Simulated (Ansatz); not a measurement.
Basis sets compared for `Cc1cc(-c2sc(-c3sc(S)cc3C)cc2C)sc1S`. Charge 0, multiplicity 1. Geometry r2SCAN-D4/def2-SVP. Ansatz on 2 threads of AMD EPYC 7R13 on a shared host and a share (18 GiB) of an NVIDIA H100 80GB HBM3; times are rough, and most runs start from earlier orbitals.

```csv
atom,x (Å),y (Å),z (Å)
C1,5.389,0.117,-1.962
C2,4.433,-0.132,-0.838
C3,3.032,0.078,-0.935
C4,2.317,-0.216,0.221
C5,0.891,-0.116,0.415
S6,-0.108,0.325,-0.950
C7,-1.568,0.269,-0.001
C8,-2.844,0.579,-0.600
S9,-2.927,1.646,-1.982
C10,-4.661,1.535,-2.045
S11,-5.605,2.283,-3.324
C12,-5.133,0.697,-1.055
C13,-4.117,0.141,-0.229
C14,-4.403,-0.810,0.894
C15,-1.270,-0.097,1.305
C16,0.108,-0.319,1.556
C17,0.635,-0.709,2.903
S18,3.411,-0.761,1.468
C19,4.793,-0.603,0.419
S20,6.405,-0.915,1.046
H21,5.181,-0.558,-2.809
H22,5.294,1.149,-2.337
H23,6.426,-0.044,-1.636
H24,2.548,0.444,-1.844
H25,-5.335,3.576,-3.014
H26,-6.197,0.484,-0.931
H27,-4.448,-0.295,1.869
H28,-3.626,-1.587,0.970
H29,-5.374,-1.305,0.743
H30,-2.027,-0.164,2.087
H31,1.389,0.007,3.272
H32,-0.181,-0.749,3.638
H33,1.119,-1.700,2.882
H34,6.454,-2.251,0.804
```

B3LYP takes the VWN-RPA correlation. Single mean-field runs in def2-TZVP are fitted with def2-universal-jkfit.

Binding counts from free atoms (C triplet, S triplet, H doublet) in the same basis, without a counterpoise term.

```json
{"level": "PBE-D4/def2-SVP", "functions": "370", "energy (Eh)": "-2568.4147", "HOMO (eV)": "-4.71", "LUMO (eV)": "-2.47", "binding per atom (eV)": "4.93", "wall time": "2.3 s"}
{"level": "B3LYP-D4/6-31G", "functions": "228", "energy (Eh)": "-2570.7214", "HOMO (eV)": "-5.27", "LUMO (eV)": "-1.87", "binding per atom (eV)": "4.45", "wall time": "2.5 s"}
{"level": "PBE0-D4/def2-SVP", "functions": "370", "energy (Eh)": "-2568.6248", "HOMO (eV)": "-5.57", "LUMO (eV)": "-1.91", "binding per atom (eV)": "4.82", "wall time": "2.9 s"}
```

Question: Estimate the rows for PBE-D4/def2-TZVP, B3LYP-D4/def2-TZVP, PBE0-D4/def2-TZVP (with forces).

Answer: 
| level | functions | energy (Eh) | HOMO (eV) | LUMO (eV) | binding per atom (eV) | wall time |
| --- | --- | --- | --- | --- | --- | --- |
| PBE-D4/def2-TZVP | 734 | -2569.7257 | -4.79 | -2.61 | 4.88 | 3.1 s |
| B3LYP-D4/def2-TZVP | 734 | -2571.4189 | -5.39 | -2.11 | 4.67 | 3.5 s |
| PBE0-D4/def2-TZVP (with forces) | 734 | -2569.9234 | -5.58 | -1.99 | 4.77 | 4.2 s |
